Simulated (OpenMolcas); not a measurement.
**Sn³⁺: effect of the active space**

```json
{
 "Program": "OpenMolcas 26.06",
 "Method": "CASSCF or its RAS form",
 "Basis": "ANO-RCC-VTZP",
 "Scalar Hamiltonian": "DKH2, point nucleus",
 "Spin-orbit coupling": "RASSI with atomic mean-field integrals over the reference wave functions, term energies averaged over their components"
}
```

A. 1 electron in 4 orbitals (5s 5p); 2S+1 = 2 even, 1 root; 2S+1 = 2 odd, 3 roots; cost about 7 core-seconds
B. 1 electron in 9 orbitals (RAS2 5s 5p; RAS3 5d, at most 1 electron); 2S+1 = 2 even, 1 root; 2S+1 = 2 odd, 3 roots; cost about 6 core-seconds

Energies in cm-1 above 5s 2S 1/2, the measured ground level; measured values from Moore, Atomic Energy Levels, vol. III, NSRDS-NBS 35 (1971 reprint of NBS Circular 467, 1958).

| Level | A | B | Measured |
| --- | --- | --- | --- |
| 5s 2S 1/2 | 0.0 | 0.0 | 0.0 |
| 5p 2P* 1/2 | 67964 | 67964 | 69564 |
| 5p 2P* 3/2 | 73301 | 73301 | 76072 |

Deviations, from unrounded energies. A percentage is the sum of absolute deviations over the sum of measured energies, with the sign that they share, or ± where signs differ.

```json
{"Against measurement": "mean absolute deviation (cm-1)", "Levels": "2", "A": "2200", "B": "2200"}
{"Against measurement": "other configurations (%)", "Levels": "2", "A": "-3.0", "B": "-3.0"}
```

A, B lie about equally close to measurement. The largest miss of A in the table is 5p 2P* 3/2, by -2800 cm-1. The ranking rests on the paired levels alone, and a cruder setting can come out closer through cancelling errors.

Between A and B no level of the table moves by more than 5 cm-1.

With one active electron the reference holds no correlation, so core polarisation is missing. With one active electron outside closed inactive shells, the extra shells (5d) add no correlation to the reference (holds for B). Computed and measured levels are paired by configuration, term and J; levels that our copy of the source lacks, or whose pairing is in doubt (as where it misses far off the trend of its configuration), stay unpaired and out of the deviations. Only configurations of the active space appear.

* marks odd parity.
